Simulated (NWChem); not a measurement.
All runs are NWChem calculations. System: iminoborane (H₂BN), charge 0, spin multiplicity 1, at a geometry optimised with PBE/def2-SVP. Level: BHandHLYP/def2-TZVP.

Input file:

```
start mol
memory heap 200 mb stack 900 mb global 1100 mb
geometry units angstroms nocenter noautoz
  B      0.000000     0.000000    -0.701057
  N      0.000000     0.000000     0.548845
  H      0.000000     0.000000    -1.891011
  H      0.000000     0.000000     1.554379
  symmetry group C2v
end
basis spherical
  * library def2-tzvp
end
dft
  xc bhlyp
  semidirect memsize 60000000 filesize 0
  iterations 100
end
task dft energy
```

Output (cleaned and shortened):

```
             Northwest Computational Chemistry Package (NWChem) 7.3.0
             --------------------------------------------------------

                                NWChem Input Module
                                -------------------

 Scaling coordinates for geometry "geometry" by  1.889725989
 (inverse scale =  0.529177249)

 Turning off AUTOSYM since
 SYMMETRY directive was detected!

                             Geometry "geometry" -> ""
                             -------------------------

 Output coordinates in angstroms (scale by  1.889725989 to convert to a.u.)

  No.       Tag          Charge          X              Y              Z
 ---- ---------------- ---------- -------------- -------------- --------------
    1 B                    5.0000     0.00000000     0.00000000    -0.70105700
    2 N                    7.0000     0.00000000     0.00000000     0.54884500
    3 H                    1.0000     0.00000000     0.00000000    -1.89101100
    4 H                    1.0000     0.00000000     0.00000000     1.55437900

 Effective nuclear repulsion energy (a.u.)      23.5704249663

            Nuclear Dipole moment (a.u.)
            ----------------------------
        X                 Y               Z
 ---------------- ---------------- ----------------
     0.0000000000     0.0000000000    -0.0000037795

      Symmetry information
      --------------------

 Group name             C2v
 Group number             16
 Group order               4
 No. of unique centers     4

      Symmetry unique atoms

     1    2    3    4


 Summary of "ao basis" -> "" (spherical)
 ------------------------------------------------------------------------------
       Tag                 Description            Shells   Functions and Types
 ---------------- ------------------------------  ------  ---------------------
 *                         def2-tzvp                  on all atoms

                                 NWChem DFT Module
                                 -----------------

 Summary of "ao basis" -> "ao basis" (spherical)
 ------------------------------------------------------------------------------
[...]
     9      0.142807  1 B  px                12      0.062291  1 B  px
    18     -0.029060  1 B  d  1

 Vector    7  Occ=2.000000D+00  E=-3.552823D-01  Symmetry=b2
              MO Center=  3.6D-32, -2.4D-16,  2.6D-01, r^2= 1.2D+00
   Bfn.  Coefficient  Atom+Function         Bfn.  Coefficient  Atom+Function
  ----- ------------  ---------------      ----- ------------  ---------------
    38      0.370988  2 N  py                41      0.321782  2 N  py
    44      0.252022  2 N  py                 7      0.225040  1 B  py
    10      0.142807  1 B  py                13      0.062291  1 B  py
    16      0.029060  1 B  d -1

 Vector    8  Occ=0.000000D+00  E= 5.701050D-02  Symmetry=b2
              MO Center= -5.4D-32,  6.2D-16, -7.9D-01, r^2= 4.0D+00
   Bfn.  Coefficient  Atom+Function         Bfn.  Coefficient  Atom+Function
  ----- ------------  ---------------      ----- ------------  ---------------
    13      0.858142  1 B  py                44     -0.523349  2 N  py
    10      0.248546  1 B  py                38     -0.225540  2 N  py
     7      0.224287  1 B  py                41     -0.141600  2 N  py
    21     -0.048567  1 B  d -1              16     -0.030365  1 B  d -1
    67      0.027014  3 H  py                52     -0.026462  2 N  d -1

 Vector    9  Occ=0.000000D+00  E= 5.701050D-02  Symmetry=b1
              MO Center= -1.1D-16,  2.4D-33, -7.9D-01, r^2= 4.0D+00
   Bfn.  Coefficient  Atom+Function         Bfn.  Coefficient  Atom+Function
  ----- ------------  ---------------      ----- ------------  ---------------
    12      0.858142  1 B  px                43     -0.523349  2 N  px
     9      0.248546  1 B  px                37     -0.225540  2 N  px
     6      0.224287  1 B  px                40     -0.141600  2 N  px
    23      0.048567  1 B  d  1              18      0.030365  1 B  d  1
    66      0.027014  3 H  px                54      0.026462  2 N  d  1

 Vector   10  Occ=0.000000D+00  E= 6.620159D-02  Symmetry=a1
              MO Center=  2.4D-31, -1.1D-31,  6.2D-01, r^2= 6.0D+00
   Bfn.  Coefficient  Atom+Function         Bfn.  Coefficient  Atom+Function
  ----- ------------  ---------------      ----- ------------  ---------------
    36      2.337571  2 N  s                  5     -1.756887  1 B  s
    71     -0.993664  4 H  s                  4     -0.681454  1 B  s
    65      0.597730  3 H  s                 14     -0.492163  1 B  pz
    11     -0.380303  1 B  pz                22     -0.242375  1 B  d  0
    64      0.214106  3 H  s                 34      0.191788  2 N  s

 center of mass
 --------------
 x =   0.00000000 y =   0.00000000 z =  -0.02600258

 moments of inertia (a.u.)
 ------------------
          55.932898373540           0.000000000000           0.000000000000
           0.000000000000          55.932898373540           0.000000000000
           0.000000000000           0.000000000000           0.000000000000

     Multipole analysis of the density
     ---------------------------------

     L   x y z        total         alpha         beta         nuclear
     -   - - -        -----         -----         ----         -------
     0   0 0 0     -0.000000     -7.000000     -7.000000     14.000000

     1   1 0 0     -0.000000     -0.000000     -0.000000      0.000000
     1   0 1 0     -0.000000     -0.000000     -0.000000      0.000000
     1   0 0 1     -0.073089     -0.036542     -0.036542     -0.000004

     2   2 0 0     -9.872715     -4.936358     -4.936358      0.000000
     2   1 1 0     -0.000000     -0.000000     -0.000000      0.000000
     2   1 0 1      0.000000      0.000000      0.000000      0.000000
     2   0 2 0     -9.872715     -4.936358     -4.936358      0.000000
     2   0 1 1     -0.000000     -0.000000     -0.000000      0.000000
     2   0 0 2     -5.817285    -21.760357    -21.760357     37.703429

 Task  times  cpu:        0.7s     wall:        0.7s

 Total times  cpu:        0.7s     wall:        0.7s
```
